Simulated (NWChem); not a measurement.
System: disilazane (Si2NH7); SMILES N([SiH3])[SiH3]

The following NWChem deck was run.

```
start job
memory heap 200 mb stack 900 mb global 1100 mb
geometry units angstroms noautosym nocenter noautoz
  Si     0.102291     0.034579     1.575614
  N     -0.562871    -0.292927     0.000000
  Si     0.102291     0.034579    -1.575614
  H     -0.908501     0.701809     2.454430
  H      1.277064     0.934425     1.387997
  H      0.553869    -1.202997     2.288995
  H     -1.438740    -0.811082     0.000000
  H      0.553869    -1.202997    -2.288995
  H     -0.908501     0.701809    -2.454430
  H      1.277064     0.934425    -1.387997
end
basis spherical
  * library def2-svp
end
dft
  xc pbe0
  iterations 150
end
cosmo
  do_cosmo_smd true
  solvent hexane
end
task dft energy
```

Parts of the log:

```
             Northwest Computational Chemistry Package (NWChem) 7.3.0
             --------------------------------------------------------

                             Geometry "geometry" -> ""
                             -------------------------

 Output coordinates in angstroms (scale by  1.889725989 to convert to a.u.)

  No.       Tag          Charge          X              Y              Z
 ---- ---------------- ---------- -------------- -------------- --------------
    1 Si                  14.0000     0.10229100     0.03457900     1.57561400
    2 N                    7.0000    -0.56287100    -0.29292700     0.00000000
    3 Si                  14.0000     0.10229100     0.03457900    -1.57561400
    4 H                    1.0000    -0.90850100     0.70180900     2.45443000
    5 H                    1.0000     1.27706400     0.93442500     1.38799700
    6 H                    1.0000     0.55386900    -1.20299700     2.28899500
    7 H                    1.0000    -1.43874000    -0.81108200     0.00000000
    8 H                    1.0000     0.55386900    -1.20299700    -2.28899500
    9 H                    1.0000    -0.90850100     0.70180900    -2.45443000
   10 H                    1.0000     1.27706400     0.93442500    -1.38799700

 Effective nuclear repulsion energy (a.u.)     155.5057433307

                                 NWChem DFT Module
                                 -----------------

 Summary of "ao basis" -> "ao basis" (spherical)
 ------------------------------------------------------------------------------
       Tag                 Description            Shells   Functions and Types
 ---------------- ------------------------------  ------  ---------------------
 Si                         def2-svp                 8       18   4s3p1d
 N                          def2-svp                 6       14   3s2p1d
 H                          def2-svp                 3        5   2s1p

 in cosmo_initialize ...
 calling solv_data for solv:hexane

 solvent parameters
 solvname_short: hexane
 solvname_long:  n-hexane
 dielec:        1.8819
 dielecinf:     1.8903
 nonaqueous SMD model solvent descriptors
 dielec:        1.8819
 sola:          0.0000
 solb:          0.0000
 solc:          0.0000
 solg:         25.7500
 solh:          0.0000
 soln:          1.3749

          ---------------
          -cosmo- solvent
          ---------------
 Cosmo: York-Karplus, doi: 10.1021/jp992097l
 dielectric constant -eps-     =   1.88
 screen = (eps-1)/(eps    )    =   0.46862
 surface charge correction     = lagrangian

   van der Waals surface
 --------------------------

[...]

                                COSMO-SMD solvation results
                                ---------------------------

             internal energy in gas <Psi(g)|H|Psi(g)> =      -637.429088114263
         internal energy in solvent <Psi(s)|H|Psi(s)> =      -637.429006494989
                               delta internal energy  =         0.000081619274 (    0.05 kcal/mol)
   total free energy in solvent <Psi(s)|H+V/2|Psi(s)> =      -637.430574070555
 polarization energy contribution <Psi(s)|V/2|Psi(s)> =        -0.001567575566 (   -0.98 kcal/mol)
    total free energy in solvent including G(SMD-CDS) =      -637.430988934048
                       G(SMD-CDS) energy contribution =        -0.000414863493 (   -0.26 kcal/mol)
     1 M fixed-concentration free energy of solvation =        -0.001900819785 (   -1.19 kcal/mol)

                       DFT Final Molecular Orbital Analysis
                       ------------------------------------

 Vector   19  Occ=2.000000D+00  E=-3.521158D-01
              MO Center= -9.0D-02, -1.5D-01, -2.3D-08, r^2= 6.6D+00
   Bfn.  Coefficient  Atom+Function         Bfn.  Coefficient  Atom+Function
  ----- ------------  ---------------      ----- ------------  ---------------
    51      0.228824   4 H  s                61     -0.227858   6 H  s
    71      0.227858   8 H  s                76     -0.228824   9 H  s
     9      0.180695   1 Si py               41     -0.180695   3 Si py
    12      0.138475   1 Si py               44     -0.138475   3 Si py
    52      0.126592   4 H  s                77     -0.126592   9 H  s

 Vector   20  Occ=2.000000D+00  E=-3.450595D-01
              MO Center=  4.1D-01,  3.1D-01, -4.0D-08, r^2= 5.3D+00
   Bfn.  Coefficient  Atom+Function         Bfn.  Coefficient  Atom+Function
  ----- ------------  ---------------      ----- ------------  ---------------
    56      0.250532   5 H  s                81     -0.250532  10 H  s
    51     -0.158154   4 H  s                76      0.158154   9 H  s
    10     -0.145448   1 Si pz               42     -0.145448   3 Si pz
    61     -0.139350   6 H  s                71      0.139350   8 H  s
    57      0.132892   5 H  s                82     -0.132892  10 H  s

 Vector   21  Occ=2.000000D+00  E=-2.704011D-01
              MO Center= -3.5D-01, -3.0D-01, -7.0D-09, r^2= 3.3D+00
   Bfn.  Coefficient  Atom+Function         Bfn.  Coefficient  Atom+Function
  ----- ------------  ---------------      ----- ------------  ---------------
    23      0.418128   2 N  py               26     -0.361038   2 N  py
    22     -0.235977   2 N  px               25      0.206337   2 N  px
    62     -0.181978   6 H  s                72     -0.181978   8 H  s
    61     -0.171464   6 H  s                71     -0.171464   8 H  s
    52      0.149583   4 H  s                77      0.149583   9 H  s

 Vector   22  Occ=0.000000D+00  E= 1.653954D-02
              MO Center= -1.1D-01, -1.2D-01,  2.2D-08, r^2= 6.1D+00
   Bfn.  Coefficient  Atom+Function         Bfn.  Coefficient  Atom+Function
  ----- ------------  ---------------      ----- ------------  ---------------
    21      1.175044   2 N  s                13      0.617348   1 Si pz
    45     -0.617348   3 Si pz               11      0.426907   1 Si px
    43      0.426907   3 Si px               67     -0.302643   7 H  s
    57     -0.299210   5 H  s                82     -0.299210  10 H  s
    12      0.285677   1 Si py               44      0.285677   3 Si py

 Vector   23  Occ=0.000000D+00  E= 6.407471D-02
              MO Center=  5.6D-02, -8.4D-02,  1.5D-08, r^2= 6.3D+00
   Bfn.  Coefficient  Atom+Function         Bfn.  Coefficient  Atom+Function
  ----- ------------  ---------------      ----- ------------  ---------------
    11      0.853371   1 Si px               43      0.853371   3 Si px
    52      0.845949   4 H  s                77      0.845949   9 H  s
    57     -0.605322   5 H  s                82     -0.605322  10 H  s
    13     -0.474232   1 Si pz               45      0.474232   3 Si pz
    67      0.373314   7 H  s                 3     -0.298232   1 Si s

 Vector   24  Occ=0.000000D+00  E= 7.512946D-02
              MO Center= -2.9D-02, -2.8D-02,  3.5D-08, r^2= 6.4D+00
   Bfn.  Coefficient  Atom+Function         Bfn.  Coefficient  Atom+Function
  ----- ------------  ---------------      ----- ------------  ---------------
    57      0.972607   5 H  s                82     -0.972607  10 H  s
    12     -0.803350   1 Si py               44      0.803350   3 Si py
    11     -0.724493   1 Si px               43      0.724493   3 Si px
    62     -0.458515   6 H  s                72      0.458515   8 H  s
    13      0.352111   1 Si pz               45      0.352111   3 Si pz

     Multipole analysis of the density
     ---------------------------------

     L   x y z        total         alpha         beta         nuclear
     -   - - -        -----         -----         ----         -------
     0   0 0 0     -0.000000    -21.000000    -21.000000     42.000000

     1   1 0 0     -0.348741      0.458522      0.458522     -1.265786
     1   0 1 0     -0.198574      0.870978      0.870978     -1.940531
     1   0 0 1      0.000000      0.000000      0.000000      0.000000

     2   2 0 0    -26.163639    -31.127819    -31.127819     36.091999
     2   1 1 0      1.511980     -3.170366     -3.170366      7.852711
     2   1 0 1     -0.000000     -0.000000     -0.000000      0.000000
     2   0 2 0    -27.725359    -26.214550    -26.214550     24.703740
     2   0 1 1     -0.000000     -0.000000     -0.000000      0.000000
     2   0 0 2    -28.485813   -185.461489   -185.461489    342.437164
```

Level: PBE0/def2-SVP, SMD on the gas-phase geometry. Coordinates come from a PBE0/def2-SVP optimisation. Solvent: n-hexane.
